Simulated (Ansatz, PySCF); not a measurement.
Breaking a bond: SiLi (anion, charge -1), lowest triplet found (which spin is the ground state isn't settled by this scan).

UKS-PBE = unrestricted PBE/aug-cc-pVDZ (Ansatz, a quantum-chemistry and plane-wave program); UKS-B3LYP/3-21G = unrestricted B3LYP/3-21G run with PySCF; FCI = full CI/aug-cc-pVDZ, frozen core (Ansatz).

Energies relative to the lowest point of each curve between 2.09 and 3.22 Å, where full CI is lowest, in eV:

```
R / Å  UKS-PBE  UKS-B3LYP/3-21G
-----  -------  ---------------
1.70     2.556            2.774
2.17     0.291            0.350
2.27     0.143            0.181
2.34     0.076            0.103
2.48     0.009            0.018
2.69     0.015            0.010
2.86     0.072            0.064
2.98     0.127            0.120
4.25     0.712            0.751
5.21     0.939            0.997
6.00     1.021            1.094
6.97     1.050            1.144
```

Q: What does FCI give at the same points?

A: 1.70: 2.791; 2.17: 0.362; 2.27: 0.194; 2.34: 0.114; 2.48: 0.023; 2.69: 0.004; 2.86: 0.047; 2.98: 0.094; 4.25: 0.697; 5.21: 0.971; 6.00: 1.091; 6.97: 1.167 (eV).

The unrestricted determinant behind UKS-PBE is spin-contaminated at 1.70 to 8.18 Å (<S²> up to 2.8, against 2.00 for a pure triplet). Where the anion isn't bound against loss of the electron, the finite basis alone holds it. The unrestricted determinant behind UKS-B3LYP/3-21G is spin-contaminated at 1.85 to 8.18 Å (<S²> up to 2.7, against 2.00 for a pure triplet). Also computed but left out beside FCI, since their determinant holds another spin at the minimum (<S²> over 0.7 above the pure value): UHF, UMP2, UCCSD, UCCSD(T), UCCSDT, UCCSDT(Q), UKS-CAM-B3LYP.
